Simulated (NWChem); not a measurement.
System: GeHSF, singlet; SMILES [F][Ge][SH]

Input file for NWChem:

```
start job
memory heap 200 mb stack 900 mb global 1100 mb
geometry units angstroms noautoz
  Ge    -0.429977     0.512678     0.000000
  F      1.163966     1.249693     0.000000
  S      0.299889    -1.609351     0.000000
  H     -0.962314    -2.096335     0.000000
end
basis spherical
  * library 6-31g*
end
dft
  xc xcamb88 1.00 lyp 0.81 vwn_5 0.19 hfexch 1.00
  cam 0.33 cam_alpha 0.19 cam_beta 0.46
  iterations 150
end
tddft
  nroots 8
  notriplet
end
task tddft energy
```

Parts of the log:

```
             Northwest Computational Chemistry Package (NWChem) 7.3.0
             --------------------------------------------------------

 CS  symmetry detected

                             Geometry "geometry" -> ""
                             -------------------------

 Output coordinates in angstroms (scale by  1.889725989 to convert to a.u.)

  No.       Tag          Charge          X              Y              Z
 ---- ---------------- ---------- -------------- -------------- --------------
    1 Ge                  32.0000    -0.42831790     0.52532485     0.00000000
    2 F                    9.0000     1.18108439     1.22794113     0.00000000
    3 S                   16.0000     0.25581076    -1.61188815     0.00000000
    4 H                    1.0000    -1.01655880    -2.07165497     0.00000000

 Effective nuclear repulsion energy (a.u.)     246.8547777319

      Symmetry information
      --------------------

 Group name             Cs
 Group number              2
 Group order               2
 No. of unique centers     4

                                 NWChem DFT Module
                                 -----------------

 Summary of "ao basis" -> "ao basis" (spherical)
 ------------------------------------------------------------------------------
       Tag                 Description            Shells   Functions and Types
 ---------------- ------------------------------  ------  ---------------------
 Ge                          6-31g*                 12       32   5s4p3d
 F                           6-31g*                  6       14   3s2p1d
 S                           6-31g*                  8       18   4s3p1d
 H                           6-31g*                  2        2   2s

      Symmetry analysis of basis
      --------------------------

        a'         47
        a"         19

[...]

                                NWChem TDDFT Module
                                -------------------

            General Information
            -------------------
           No. of orbitals :     132
            Alpha orbitals :      66
             Beta orbitals :      66
        Alpha frozen cores :       0
         Beta frozen cores :       0
     Alpha frozen virtuals :       0
      Beta frozen virtuals :       0
         Spin multiplicity :       1
    Number of AO functions :      66
        Use of symmetry is : off
      Symmetry adaption is : on
         Schwarz screening :  0.10D-07

              XC Information
              --------------
              Hartree-Fock (Exact) Exchange   1.00
            CAM-Becke88 Exchange Functional   1.00
               VWN V Correlation Functional   0.19 local
       Lee-Yang-Parr Correlation Functional   0.81
           Alpha           :  0.19
           Beta            :  0.46
           Gamma           :  0.33

             TDDFT Information
             -----------------
          Calculation type : TDDFT
         Wavefunction type : Restricted singlets
          No. of electrons :      58
           Alpha electrons :      29
            Beta electrons :      29
              No. of roots :       8
          Max subspacesize :    5600
            Max iterations :     100
               Target root :       1
           Target symmetry : none
      Symmetry restriction : off
                 Algorithm : Optimal
        Davidson threshold :  0.10D-03

    8 smallest eigenvalue differences (eV)
--------------------------------------------------------
  No. Spin  Occ  Vir  Irrep   E(Occ)    E(Vir)   E(Diff)
--------------------------------------------------------
    1    1   29   30 a"       -0.322    -0.050     7.406
    2    1   28   30 a'       -0.339    -0.050     7.858
    3    1   29   31 a'       -0.322     0.030     9.598
    4    1   28   31 a"       -0.339     0.030    10.050
    5    1   29   32 a'       -0.322     0.064    10.507
    6    1   29   33 a'       -0.322     0.074    10.772
    7    1   27   30 a"       -0.449    -0.050    10.865
    8    1   26   30 a"       -0.451    -0.050    10.910
--------------------------------------------------------

  Entering Davidson iterations
  Restricted singlet excited states

  Iter   NTrls   NConv    DeltaV     DeltaE      Time
  ----  ------  ------  ---------  ---------  ---------
    1      8       0     0.21E+00   0.10+100        7.7
    2     24       0     0.64E-01   0.21E-01       10.0
    3     40       0     0.52E-01   0.17E-01       10.8
    4     56       0     0.12E-01   0.23E-02       13.9
    5     72       1     0.19E-02   0.14E-03        9.3
    6     86       3     0.23E-03   0.27E-05        8.1
    7     95       8     0.53E-04   0.28E-07        7.3
  ----  ------  ------  ---------  ---------  ---------
  Convergence criterion met

  Ground state a'      -2575.493560378003 a.u.

  ----------------------------------------------------------------------------
  Root   1 singlet a"             0.144086216 a.u.                3.9208 eV
  ----------------------------------------------------------------------------
     Transition Moments    X -0.00000   Y -0.00000   Z  0.50372
     Dipole Oscillator Strength                    0.0243727397
     Electric Quadrupole                           0.0000000954
     Magnetic Dipole                               0.0000031267
     Total Oscillator Strength                     0.0243759619

[...]
```

Level: CAM-B3LYP/6-31G* (spherical d), full TDDFT. Low-valent species are run as closed-shell singlets; no triplet was tried in these runs. The geometry was optimised at PBE0/def2-SVP.
